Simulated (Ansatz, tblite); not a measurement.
Removing an electron: SnMe2(pyrrolidide)2 (C₁₀H₂₂N₂Sn). Total charge 0; singlet. Geometry: r2SCAN-D4/def2-SVP. Ansatz, gas phase; energy differences of separate SCF runs; the oxidised species was run as a doublet alone.

| atom | x (Å) | y (Å) | z (Å) |
| --- | --- | --- | --- |
| Sn1 | 0.6221 | 1.1026 | 0.2076 |
| C2 | 0.8545 | 2.6331 | -1.2800 |
| H3 | 0.6855 | 3.6302 | -0.8481 |
| H4 | 0.1265 | 2.4652 | -2.0870 |
| H5 | 1.8715 | 2.5924 | -1.6962 |
| C6 | 1.4816 | 1.5044 | 2.1466 |
| H7 | 2.5785 | 1.4556 | 2.0790 |
| H8 | 1.1329 | 0.7586 | 2.8757 |
| H9 | 1.1880 | 2.5057 | 2.4941 |
| N10 | 1.5497 | -0.5887 | -0.4721 |
| C11 | 1.2350 | -1.1637 | -1.7688 |
| C12 | 2.3283 | -2.2376 | -1.9631 |
| C13 | 2.7798 | -2.5896 | -0.5224 |
| C14 | 1.8810 | -1.7176 | 0.3789 |
| H15 | 1.2393 | -0.3952 | -2.5613 |
| H16 | 0.2303 | -1.6478 | -1.7898 |
| H17 | 3.1700 | -1.8262 | -2.5414 |
| H18 | 1.9467 | -3.1113 | -2.5145 |
| H19 | 2.6756 | -3.6616 | -0.2915 |
| H20 | 3.8370 | -2.3207 | -0.3734 |
| H21 | 0.9841 | -2.3103 | 0.6813 |
| H22 | 2.3838 | -1.3933 | 1.3061 |
| N23 | -1.4013 | 0.7036 | 0.2757 |
| C24 | -1.9046 | -0.4436 | 1.0131 |
| C25 | -3.4179 | -0.4413 | 0.6992 |
| C26 | -3.7268 | 1.0278 | 0.3143 |
| C27 | -2.3793 | 1.7550 | 0.4970 |
| H28 | -1.7606 | -0.3497 | 2.1172 |
| H29 | -1.4001 | -1.3729 | 0.6968 |
| H30 | -4.0111 | -0.7881 | 1.5601 |
| H31 | -3.6351 | -1.1160 | -0.1430 |
| H32 | -4.0469 | 1.0909 | -0.7371 |
| H33 | -4.5229 | 1.4739 | 0.9313 |
| H34 | -2.2415 | 2.5906 | -0.2117 |
| H35 | -2.3337 | 2.1856 | 1.5276 |

In the def2 sets Sn takes a core potential; there is no spin–orbit coupling. The xTB rows come from tblite. B3LYP takes the VWN-RPA correlation. Single mean-field runs in def2-TZVP are fitted with def2-universal-jkfit.

(1) Estimate orbital energies and vertical ionisation energies at: GFN1-xTB; GFN2-xTB; PBE-D4/def2-TZVP; B3LYP-D4/def2-TZVP; PBE0-D4/def2-TZVP.

Results:

(1) 
```csv
level,−HOMO (eV),vertical IE (eV),−LUMO (eV),HOMO–LUMO gap (eV)
GFN1-xTB,10.01,12.44,6.60,3.42
GFN2-xTB,9.05,11.56,6.00,3.05
PBE-D4/def2-TZVP,4.47,6.79,0.62,3.85
B3LYP-D4/def2-TZVP,5.53,7.18,0.07,5.46
PBE0-D4/def2-TZVP,5.73,7.16,-0.24,5.97
```

Relaxing the oxidised species (r2SCAN-D4/def2-SVP) changes its energy by -0.66 eV at PBE-D4/def2-TZVP, so the adiabatic ionisation energy to this nearest minimum is 6.13 eV. At PBE0-D4/def2-TZVP it is 6.41 eV.   Raw xTB energy differences between charge states are shifted by several eV; the methods need an empirical correction for them.
